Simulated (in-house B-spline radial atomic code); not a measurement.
A fraction x of an electron is removed from 2s in the magnesium ion Mg²⁺, starting from [He] 2s2 2p6 and keeping the highest spin. Computed with an all-electron radial atomic-structure program (B-spline basis): non-relativistic BP86, spin-polarised, spherical fractional occupations, point nucleus.

| x | E(x) - E(0) (eV) | 2s down level (eV) |
| --- | --- | --- |
| 0 | 0.0000 | -99.747 |
| 0.06 | 6.0322 | -101.328 |
| 0.25 | ? | ? |
| 0.3 | 31.1150 | -107.712 |
| 0.39 | 40.9178 | -110.130 |
| 0.5 | 53.1954 | -113.102 |
| 0.52 | 55.4628 | -113.645 |
| 0.7 | ? | ? |
| 0.86 | 95.6794 | -122.950 |
| 0.96 | 108.1125 | -125.715 |
| 1 | 113.1632 | - |

Question: What belongs in the row x = 0.25?

Answer: An energy change of 25.7629 eV; 2s down at -106.374 eV.

Question: What belongs in the row x = 0.7?

Answer: An energy change of 76.3597 eV; 2s down at -118.551 eV.

Question: Check Janak's theorem between x = 0.3 and 0.39.

Answer: The slope of the energy is 108.92 eV; the orbital levels give 108.92 eV (-ε of the emptying orbital, averaged over the two points).
